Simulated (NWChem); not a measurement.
Total energies of CF

```xyz
2

C      0.0000     0.0000     0.7631
F      0.0000     0.0000    -0.5087
```
Charge 0, spin multiplicity 2.

Program: NWChem. All single points use one geometry, from UB3LYP/def2-SVP, a minimum by its harmonic frequencies.

Basis set: cc-pVTZ (60 functions).

| method | total energy (Ha) |
|---|---|
| UHF | -137.22493 |
| UMP2 | -137.57714 |
| UB2PLYP | -137.75009 |
| UPBE | -137.68846 |
| UB3LYP | -137.83524 |
| UTPSS | -137.84918 |

Total energies of different functionals aren't comparable as a measure of quality: only differences taken within one method are. 

The correlated methods keep 2 core orbitals frozen. B3LYP has NWChem's definition, with VWN1-RPA local correlation. This spin state was chosen for the runs; another may lie lower. The structure started from a generated list of species. The unpaired electrons of the parent sit in orbitals of symmetry b2 (C2v labels of the run); other states weren't searched. The stability of the SCF solutions was not checked. Open-shell Hartree-Fock references start from PBE0 orbitals.
